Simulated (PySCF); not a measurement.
CF3O2S, SMILES O=[S](=O)C(F)(F)F, multiplicity 2.

Coordinates come from a PBE-D3(BJ)/def2-SVP optimisation. The isomer is the one that the SMILES or the coordinates give; other isomers of the formula were not compared.

Level of theory: PBE-D3(BJ)/def2-SVP in PySCF.

Frequencies are harmonic and unscaled.

Q: List the normal modes with their intensities. (An estimate is asked for; the answer gives what the named calculation found.)

A: 
```
mode  ν (cm⁻¹)  IR (km/mol)  moving atoms (share of kinetic energy)
----  --------  -----------  --------------------------------------
1           33          0.4                          O 57 %, F 41 %
2          153          1.8                          O 58 %, F 39 %
3          183          5.0                          F 59 %, O 36 %
4          239          1.8                  F 53 %, O 27 %, S 15 %
5          304          0.3                  F 59 %, O 24 %, S 13 %
6          400         14.3                  S 59 %, F 23 %, O 18 %
7          446         28.9                          O 61 %, S 35 %
8          529          0.9                           F 90 %, C 9 %
9          533          0.9                           F 84 %, C 8 %
10         716         37.8                          F 72 %, C 27 %
11         997        156.7                   O 68 %, S 17 %, C 9 %
12        1051        222.6                  C 50 %, F 35 %, O 11 %
13        1177         14.8                          O 52 %, S 40 %
14        1242        290.2                          C 74 %, F 26 %
15        1252        312.8                          C 69 %, F 23 %
```
